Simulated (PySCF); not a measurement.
# Excitation energy of Xe⁺ by level of theory

Xe⁺ [Kr] 4d10 5s2 5p5 (2P) → Xe⁺ [Kr] 4d10 5s2 5p4 6s1 (4P), as a difference of total energies. Computed with PySCF 2.14 in aug-cc-pV5Z-PP with ECP28MDF, with scalar relativity through the core potential. Correlated levels: valence: 4s2 4p6 4d10 frozen. The calculations carry no spin-orbit coupling.

| method | excitation energy (eV) |
| --- | --- |
| UHF | 11.158 |
| LDA | 11.573 |
| PBE | 11.391 |
| PBE0 | 11.575 |
| r2SCAN | 11.796 |
| BLYP | 11.433 |
| MP2 (valence) | 11.607 |
| SCS-MP2 (valence) | 11.776 |

The promoted electron is Rydberg-like, and one or two diffuse shells describe it only roughly, which tends to raise the upper state.

**Question.** Which method comes closest to the reference value, and which is furthest?

**Answer.** The reference is 11.353 eV (measured; NIST levels, between the centres of gravity of the two terms). Closest: PBE (error 0.038 eV); furthest: r2SCAN (error 0.443 eV).
